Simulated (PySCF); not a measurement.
CrNF₃, singlet: structure and spectrum

Computed with PBE0 in PySCF with Cr def2-SVP, N def2-SVP, F def2-SVP; no relativity; density-fitted integrals.

The structure is a minimum.

| Property | Result |
| --- | --- |
| Point group | C3v |
| Bond lengths | Cr–F 1.689 Å (×3), Cr–N 1.478 Å |
| Bond angles | F–Cr–F 112.6° (×3), F–Cr–N 106.1° (×3) |
| Enthalpy at 298.15 K above 0 K | 16.20 kJ/mol |
| Rotational constants | 0.143, 0.143, 0.1123 cm⁻¹ |
| Entropy at 298.15 K and 1 bar | 302.9 J/(mol K) |
| Highest occupied level | -10.76 eV |
| Lowest empty level | -4.73 eV |
| Heat capacity Cp at 298.15 K | 76.7 J/(mol K) |
| Dipole moment | 0.09 D |
| Atomisation energy without zero-point energy | 1565 kJ/mol |
| Rotational symmetry number | 3 |
| Principal polarisabilities | 27.4, 27.4, 32.0 bohr³ |
| Principal quadrupole moments (Buckingham, traceless) about the centre of mass | -1.04, -1.04, 2.07 D Å |
| Zero-point energy | 31.2 kJ/mol |

Harmonic modes (masses in u: Cr 51.941, N 14.003, F 18.998):
```csv
symmetry,ω (cm⁻¹),"IR (km/mol, summed over degenerate members)"
e,208,14.6
a1,299,8.5
e,394,2.0
a1,747,40.8
e,835,308
a1,1303,52.1
```

In C3v the vibrations span 3e + 3a1.

Charges (e):
```json
{"atom": "Cr1", "Mulliken": "1.17", "Löwdin": "0.22", "polar tensor": "1.87", "Mayer order to Cr1": "–"}
{"atom": "N2", "Mulliken": "-0.15", "Löwdin": "0.12", "polar tensor": "-0.27", "Mayer order to Cr1": "2.64"}
{"atom": "F3,4,5", "Mulliken": "-0.34", "Löwdin": "-0.11", "polar tensor": "-0.53", "Mayer order to Cr1": "0.93"}
```

Mulliken populations on Cr1: s 6.08, p 12.50, d 4.24, f 0.02.

Outer orbital energies (eV). occupied: -14.21, -13.33, -12.98, -12.98, -12.42, -11.16, -10.76, -10.76; empty: -4.73, -4.73, -2.81, -2.81.

Formally Cr is in oxidation state +6, d0. The polar-tensor charge on Cr, 1.87, is far below the formal one.

Stability towards spin polarisation was not tested. Only a few start shapes were tried, so a lower isomer may exist.

The final relaxation and frequency run took 32 s on 2 threads of a shared Arm Neoverse V2 host, with 87 basis functions and 13 gradients; the process peaked at 1.2 GiB.
